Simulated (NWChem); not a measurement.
System: SiH3TeOCl; SMILES [SiH3]O[Te]Cl

Here is an NWChem input.

```
start job
memory heap 200 mb stack 900 mb global 1100 mb
geometry units angstroms
  Te     0.239260     0.059520     0.689356
  Cl     1.060611     1.428403    -0.982366
  O     -0.521014    -1.278843    -0.528268
  Si    -1.890155    -1.213481    -1.414608
  H     -3.040597    -1.041274    -0.527344
  H     -1.789871    -2.527053    -2.030622
  H     -1.826265    -0.096512    -2.355089
end
basis spherical
  * library def2-svp
end
ecp
  Te library def2-ecp
end
dft
  xc xpbe96 cpbe96
  disp vdw 4
  iterations 150
end
driver
  maxiter 120
end
task dft optimize
dft
  grid fine
  convergence energy 1d-8 density 1d-7
end
task dft freq numerical
```

Excerpt of the output:

```
             Northwest Computational Chemistry Package (NWChem) 7.3.0
             --------------------------------------------------------

 C1  symmetry detected

                             Geometry "geometry" -> ""
                             -------------------------

 Output coordinates in angstroms (scale by  1.889725989 to convert to a.u.)

  No.       Tag          Charge          X              Y              Z
 ---- ---------------- ---------- -------------- -------------- --------------
    1 Te                  52.0000    -0.61675048     0.59540585    -0.03815344
    2 Cl                  17.0000     1.58298949     1.30262779     0.02582925
    3 O                    8.0000    -0.24491968    -1.21591308     0.61965038
    4 Si                  14.0000     0.39211082    -2.49430094    -0.17049801
    5 H                    1.0000    -0.45985938    -2.84150190    -1.30804261
    6 H                    1.0000     0.35407359    -3.44539292     0.92903769
    7 H                    1.0000     1.73579543    -2.17136419    -0.64634432

 Effective nuclear repulsion energy (a.u.)     572.2842616947

                                Z-matrix (autoz)
                                --------

 Units are Angstrom for bonds and degrees for angles

      Type          Name      I     J     K     L     M      Value
      ----------- --------  ----- ----- ----- ----- ----- ----------
    1 Stretch                  1     2                       2.31152
    2 Stretch                  1     3                       1.96261
    3 Stretch                  3     4                       1.63230
    4 Stretch                  4     5                       1.46301
    5 Stretch                  4     6                       1.45430
    6 Stretch                  4     7                       1.46158
    7 Bend                     1     3     4               129.38298
    8 Bend                     2     1     3                95.32456
    9 Bend                     3     4     5               109.57120
   10 Bend                     3     4     6                97.81623
   11 Bend                     3     4     7               110.08048
   12 Bend                     5     4     6               114.67220
   13 Bend                     5     4     7               109.55189
   14 Bend                     6     4     7               114.50000
   15 Torsion                  1     3     4     5         -59.97107
   16 Torsion                  1     3     4     6        -179.70536
   17 Torsion                  1     3     4     7          60.56847
   18 Torsion                  2     1     3     4         -76.68378

                           NWChem Geometry Optimization
                           ----------------------------

 maximum gradient threshold         (gmax) =   0.000450
 rms gradient threshold             (grms) =   0.000300
 maximum cartesian step threshold   (xmax) =   0.001800
 rms cartesian step threshold       (xrms) =   0.001200
 fixed trust radius                (trust) =   0.300000
 source of zmatrix                         =   autoz

          -------------------
          Energy Minimization
          -------------------

 Using diagonal initial Hessian
 Scaling for Hessian diagonals: bonds = 1.00  angles = 0.25  torsions = 0.10

          --------
          Step   0

                                 NWChem DFT Module
                                 -----------------

 Summary of "ao basis" -> "ao basis" (spherical)
 ------------------------------------------------------------------------------
       Tag                 Description            Shells   Functions and Types
 ---------------- ------------------------------  ------  ---------------------
 Te                         def2-svp                10       26   4s4p2d
 Cl                         def2-svp                 8       18   4s3p1d
 O                          def2-svp                 6       14   3s2p1d
 Si                         def2-svp                 8       18   4s3p1d
 H                          def2-svp                 3        5   2s1p

            General Information
            -------------------
          SCF calculation type: DFT
          Wavefunction type:  closed shell.
          No. of atoms     :     7
          No. of electrons :    66
           Alpha electrons :    33
            Beta electrons :    33
          Charge           :     0
          Spin multiplicity:     1
          Use of symmetry is: off; symmetry adaption is: off
          Maximum number of iterations: 150
          AO basis - number of functions:    91
                     number of shells:    41
          Convergence on energy requested:  1.00D-06
          Convergence on density requested:  1.00D-05
          Convergence on gradient requested:  5.00D-04

              XC Information
              --------------
          PerdewBurkeErnzerhof Exchange Functional  1.000
            Perdew 1991 LDA Correlation Functional  1.000 local
           PerdewBurkeErnz. Correlation Functional  1.000 non-local

             Grid Information
             ----------------
          Grid used for XC integration:  medium
          Radial quadrature: Mura-Knowles
          Angular quadrature: Lebedev.
          Tag              B.-S. Rad. Rad. Pts. Rad. Cut. Ang. Pts.
          ---              ---------- --------- --------- ---------
          Te                  1.40      123          11.0       590
          Cl                  1.00       88          12.0       590
          O                   0.60       49           8.0       434
          Si                  1.10       88          10.0       590
          H                   0.35       45          12.0       434
          Grid pruning is: on
          Number of quadrature shells:   483
          Spatial weights used:  Erf1

           DFT-D3BJ Model
          s6 scale factor  :        1.000000000000
          s8 scale factor  :        0.787500000000
          a1 parameter     :        0.428900000000
          a2 parameter     :        4.440700000000
              vdW contrib  :       -0.007010323713

      Superposition of Atomic Density Guess
      -------------------------------------

 Sum of atomic energies:       -1135.47477284

      Non-variational initial energy
      ------------------------------

 Total energy =   -1092.019243
 1-e energy   =   -2260.418949
 2-e energy   =     840.789301
 HOMO         =      -0.202930
 LUMO         =      -0.058290

   convergence    iter        energy       DeltaE   RMS-Dens  Diis-err
 ---------------- ----- ----------------- --------- --------- ---------
 d= 0,ls=0.0,diis     1  -1093.9419993977 -1.42D+03  2.61D-02  7.62D-01
 d= 0,ls=0.0,diis     2  -1093.3317017536  6.10D-01  1.96D-02  6.02D+00
 d= 0,ls=0.0,diis     3  -1094.0014671425 -6.70D-01  7.62D-03  2.27D-01
 d= 0,ls=0.0,diis     4  -1094.0199860510 -1.85D-02  3.67D-03  9.16D-02
 d= 0,ls=0.0,diis     5  -1094.0338348535 -1.38D-02  9.18D-04  5.36D-03
  Resetting Diis
 d= 0,ls=0.0,diis     6  -1094.0347008141 -8.66D-04  1.70D-04  1.78D-04
 d= 0,ls=0.0,diis     7  -1094.0347296875 -2.89D-05  7.27D-05  8.51D-06
 d= 0,ls=0.0,diis     8  -1094.0347287429  9.45D-07  4.04D-05  1.71D-05
 d= 0,ls=0.0,diis     9  -1094.0347308567 -2.11D-06  1.22D-05  1.94D-06
 d= 0,ls=0.0,diis    10  -1094.0347310770 -2.20D-07  3.29D-06  9.03D-08

         Total DFT energy =    -1094.034731077038
      One electron energy =    -2261.968654581015
           Coulomb energy =      919.620111051275
    Exchange-Corr. energy =      -79.289582527721
 Nuclear repulsion energy =      327.610405304135

    Dispersion correction =       -0.007010323713

 Numeric. integr. density =       66.000012642845

                       DFT Final Molecular Orbital Analysis
                       ------------------------------------

 Vector   31  Occ=2.000000D+00  E=-2.782100D-01
              MO Center=  5.9D-01, -7.1D-01,  2.4D-01, r^2= 5.4D+00
   Bfn.  Coefficient  Atom+Function         Bfn.  Coefficient  Atom+Function
  ----- ------------  ---------------      ----- ------------  ---------------
    38      0.381271  2 Cl py                50     -0.311963  3 O  pz
    35      0.281536  2 Cl py                53     -0.242381  3 O  pz
    82      0.223011  6 H  s                 32      0.163972  2 Cl py
    83      0.163836  6 H  s                 49      0.145816  3 O  py
    77     -0.135311  5 H  s                 68      0.127597  4 Si pz

 Vector   32  Occ=2.000000D+00  E=-2.691297D-01
              MO Center=  2.8D-01, -1.4D+00, -3.9D-02, r^2= 3.6D+00
   Bfn.  Coefficient  Atom+Function         Bfn.  Coefficient  Atom+Function
  ----- ------------  ---------------      ----- ------------  ---------------
    48      0.420788  3 O  px                51      0.317590  3 O  px
    77      0.229532  5 H  s                 87     -0.227106  7 H  s
    78      0.190535  5 H  s                 88     -0.181889  7 H  s
    37      0.154598  2 Cl px                49      0.136159  3 O  py
    39     -0.134915  2 Cl pz                66     -0.131625  4 Si px

[...]

      ----------------------
      Optimization converged
      ----------------------

  Step       Energy      Delta E   Gmax     Grms     Xrms     Xmax
  ---- ---------------- -------- -------- -------- -------- --------
@    8   -1094.04539054 -9.4D-08  0.00004  0.00001  0.00040  0.00101
                                     ok       ok       ok       ok

                                Z-matrix (autoz)
                                --------

 Units are Angstrom for bonds and degrees for angles

      Type          Name      I     J     K     L     M      Value     Gradient
      ----------- --------  ----- ----- ----- ----- ----- ---------- ----------
    1 Stretch                  1     2                       2.39481   -0.00000
    2 Stretch                  1     3                       2.01198   -0.00000
    3 Stretch                  3     4                       1.70649    0.00004
    4 Stretch                  4     5                       1.50522    0.00000
    5 Stretch                  4     6                       1.50032    0.00001
    6 Stretch                  4     7                       1.50288    0.00001
    7 Bend                     1     3     4               119.90636    0.00000
    8 Bend                     2     1     3               100.12417    0.00001
    9 Bend                     3     4     5               111.00829   -0.00001
   10 Bend                     3     4     6               105.11143   -0.00000
   11 Bend                     3     4     7               110.73064   -0.00001
   12 Bend                     5     4     6               110.26408    0.00001
   13 Bend                     5     4     7               109.27855    0.00000
   14 Bend                     6     4     7               110.39790    0.00000
   15 Torsion                  1     3     4     5         -59.86059    0.00001
   16 Torsion                  1     3     4     6        -179.06975    0.00000
   17 Torsion                  1     3     4     7          61.70681    0.00000
   18 Torsion                  2     1     3     4         -76.14081    0.00001

                         Geometry "geometry" -> "geometry"
                         ---------------------------------

 Output coordinates in angstroms (scale by  1.889725989 to convert to a.u.)

  No.       Tag          Charge          X              Y              Z
 ---- ---------------- ---------- -------------- -------------- --------------
    1 Te                  52.0000    -0.60161535     0.59217119    -0.09774074
    2 Cl                  17.0000     1.64694276     1.41588412    -0.07319001
    3 O                    8.0000    -0.33031897    -1.20251814     0.77032773
    4 Si                  14.0000     0.36074141    -2.48308230    -0.12113213
    5 H                    1.0000    -0.47325855    -2.81020571    -1.33073344
    6 H                    1.0000     0.38566056    -3.64844344     0.82347626
    7 H                    1.0000     1.75528794    -2.13424511    -0.55952872

 Effective nuclear repulsion energy (a.u.)     558.6454007087

                Final and change from initial internal coordinates
                --------------------------------------------------

                                Z-matrix (autoz)
                                --------

 Units are Angstrom for bonds and degrees for angles

[...]

 Rotational Constants
 --------------------
 A=   0.104175 cm-1  (  0.149882 K)
 B=   0.048405 cm-1  (  0.069643 K)
 C=   0.034848 cm-1  (  0.050138 K)

 Temperature                      =   298.15K
 frequency scaling parameter      =   1.0000

 Zero-Point correction to Energy  =   18.220 kcal/mol  (  0.029036 au)
 Thermal correction to Energy     =   22.471 kcal/mol  (  0.035809 au)
 Thermal correction to Enthalpy   =   23.063 kcal/mol  (  0.036753 au)

 Total Entropy                    =   87.720 cal/mol-K
   - Translational                =   41.937 cal/mol-K (mol. weight = 211.8709)
   - Rotational                   =   28.596 cal/mol-K (symmetry #  =        1)
   - Vibrational                  =   17.187 cal/mol-K

 Cv (constant volume heat capacity) =   20.311 cal/mol-K
   - Translational                  =    2.979 cal/mol-K
   - Rotational                     =    2.979 cal/mol-K
   - Vibrational                    =   14.352 cal/mol-K

[normal modes left out]

 ----------------------------------------------------------------------------
 Normal Eigenvalue ||           Projected Infra Red Intensities
  Mode   [cm**-1]  || [atomic units] [(debye/angs)**2] [(KM/mol)] [arbitrary]
 ------ ---------- || -------------- ----------------- ---------- -----------
    1       -0.000 ||    0.000005           0.000         0.005       0.001
    2        0.000 ||    0.000621           0.014         0.606       0.118
    3        0.000 ||    0.000265           0.006         0.259       0.050
    4        0.000 ||    0.000022           0.001         0.022       0.004
    5        0.000 ||    0.000138           0.003         0.134       0.026
    6        0.000 ||    0.000159           0.004         0.155       0.030
    7       49.311 ||    0.000777           0.018         0.757       0.148
    8       73.589 ||    0.001016           0.023         0.990       0.193
    9      138.113 ||    0.001004           0.023         0.979       0.191
   10      174.857 ||    0.004106           0.095         4.002       0.780
   11      351.498 ||    0.031177           0.719        30.393       5.922
   12      486.523 ||    0.016699           0.385        16.279       3.172
   13      677.156 ||    0.036793           0.849        35.868       6.989
   14      689.855 ||    0.042363           0.977        41.298       8.047
   15      833.390 ||    0.330562           7.626       322.248      62.788
   16      897.825 ||    0.061534           1.420        59.987      11.688
   17      911.158 ||    0.102247           2.359        99.676      19.421
   18      940.125 ||    0.186360           4.299       181.673      35.398
   19     2159.759 ||    0.091960           2.122        89.647      17.467
   20     2175.894 ||    0.084798           1.956        82.665      16.107
   21     2192.419 ||    0.112982           2.607       110.140      21.460
 ----------------------------------------------------------------------------
```

Level: PBE-D3(BJ)/def2-SVP with def2 effective core potentials on Te. def2 effective core potentials on Te; no spin-orbit coupling.
